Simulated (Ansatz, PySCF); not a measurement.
C$_{2}$H$_{3}$F$_{2}$GaO$_{2}$ (SMILES CC(=O)[O][Ga]([F])[F]), singlet, geometry from GFN2-xTB (such geometries of metal compounds can be far from the true shape), with bond 9-6 at 1.4 times its length. Base run: PySCF with CASSCF(6,4)/STO-3G.

Here is a job for PySCF.
```python
from pyscf import gto, scf, mcscf
import numpy

mol = gto.M(
    atom='''
Ga    0.214325    0.090880    0.721862
F    -0.099399   -1.153677    1.886264
F     1.014907    1.571200    1.138642
O     0.696107   -0.581166   -1.090060
C    -0.443275   -0.202221   -1.464485
C    -0.857913   -0.365308   -2.886452
O    -1.224593    0.329296   -0.634416
H    -1.937988   -0.467845   -2.948329
H    -0.147486   -1.562398   -3.500327
H    -0.560186    0.533378   -3.427170
''',
    basis='sto-3g',
    charge=0,
    spin=0,
    verbose=4,
)

mf = scf.RHF(mol)
mf.kernel()
mc = mcscf.CASSCF(mf, 4, 6)
mc.fix_spin_(ss=0.0)
mc.kernel()
occ = numpy.linalg.eigvalsh(mc.fcisolver.make_rdm1(mc.ci, mc.ncas, mc.nelecas))[::-1]
ss = mc.fcisolver.spin_square(mc.ci, mc.ncas, mc.nelecas)[0]
print('natural occupations', occ.round(4), ' <S^2>', round(ss, 4))
```

Programs used: Ansatz (a first-principles code), PySCF; a row that names a program was run with it.

Variants of this job, named by their change:

```
change                                            ΔE vs base (mEh)                 natural occupations  <S^2> of the state        outcome
------------------------------------------------  ----------------  ----------------------------------  ------------------  -------------
base                                                         0.000                 2.00 1.98 1.95 0.07                0.00      converged
active space = 10 electrons, 8 orbitals                          -                                   -                   -  not converged
fix_spin_ = off                                              0.000                 2.00 1.98 1.95 0.07                0.00      converged
code = ansatz                                               -1.207                                   -                   -      converged
start = MP2 natural orbitals                                -1.227                 2.00 1.98 1.95 0.07                0.00      converged
solver = newton                                             -1.227                 2.00 1.98 1.95 0.07                0.00      converged
conv_tol = 1e-5                                             31.599                 2.00 2.00 2.00 0.00                0.00      converged
state_average = 2 states                                         -                                   -                   -  not converged
active space = 6 electrons, 5 orbitals                           -                                   -                   -  not converged
active space = 6 electrons, 7 orbitals                      -5.344  1.99 1.99 1.96 0.04 0.01 0.01 0.00                0.00      converged
orbitals = fixed (CASCI); correction = SC-NEVPT2            -271.0                 2.00 2.00 2.00 0.00                0.00      converged
```

Active orbitals are taken around the Fermi level unless the row says otherwise; CASSCF can end in different local minima, and two programs can end on different orbitals. State-averaged rows give the lowest state.
